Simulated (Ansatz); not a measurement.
Reaction (substitution at a C–C bond): `CC(C)=C=S` + `C[NH][Ga]([Cl])[Cl]` → `C[N](C)[Ga]([Cl])[Cl]` + `CC=C=S`

Computed with Ansatz on PBE0-D4/def2-TZVP structures; ΔE is electronic, products minus reactants. CCSD(T)/CBS is the MP2 limit (def2-TZVPP, def2-QZVPP) plus CCSD(T) − MP2 in def2-TZVPP, frozen cores. Functionals use def2-TZVPP. For Ga outer-core shells are correlated without core-valence functions, which leaves a few kJ/mol of doubt a bond. Scalar relativity is left out up to krypton. Each species was taken in one conformer, which may not be the lowest.

`CC(C)=C=S`:

```xyz
11

C     0.814    1.099   -0.121
C     0.019   -0.169   -0.243
C    -0.875   -0.559    0.899
C     0.104   -0.913   -1.313
S     0.205   -1.799   -2.589
H     1.474    1.052    0.751
H     1.425    1.284   -1.005
H     0.144    1.955    0.019
H    -0.289   -0.681    1.816
H    -1.403   -1.492    0.703
H    -1.617    0.224    1.084
```

`C[NH][Ga]([Cl])[Cl]`:

Cartesian coordinates in Å:
```
C -0.729 0.168 1.119
N 0.482 -0.090 0.372
Ga 0.652 -0.158 -1.411
Cl -1.044 0.160 -2.655
Cl 2.536 -0.555 -2.308
H -0.641 1.065 1.742
H -0.995 -0.673 1.769
H -1.562 0.327 0.433
H 1.301 -0.244 0.937
```

`C[N](C)[Ga]([Cl])[Cl]`:

Z-matrix (Å, degrees):
```
C
N 1 1.442
H 1 1.098 2 111.2
H 1 1.091 2 110.9 3 -120.1
H 1 1.098 2 111.2 3 119.8
C 2 1.442 1 114.3 3 -59.9
Ga 2 1.797 1 122.9 3 120.1
H 6 1.091 2 110.9 1 180.0
H 6 1.098 2 111.2 1 -59.9
H 6 1.098 2 111.2 1 59.9
Cl 7 2.127 2 120.5 1 180.0
Cl 7 2.127 2 120.5 1 -0.0
```

`CC=C=S`:

Cartesian coordinates in Å:
```
C 0.979 -0.252 0.012
C -0.518 -0.338 0.048
C -1.317 0.688 -0.055
S -2.259 1.919 -0.179
H 1.411 -0.642 0.937
H 1.380 -0.842 -0.817
H 1.311 0.779 -0.112
H -0.987 -1.312 0.167
```

```
             level  ΔE (eV)
              PBE0     0.38
SCS-MP2/def2-QZVPP     0.38
```

Question: What does CCSD(T)/CBS give? (Best estimate.)

Answer: Ansatz gave: +0.37 eV. The listed levels differ from it by 0.01, 0.01 eV.

Largest T1 diagnostic among the species: 0.016.

In def2-TZVPP, CCSD(T) changes the Hartree–Fock value by −0.06 eV (the triples alone add −0.01 eV) and MP2 by −0.04 eV.
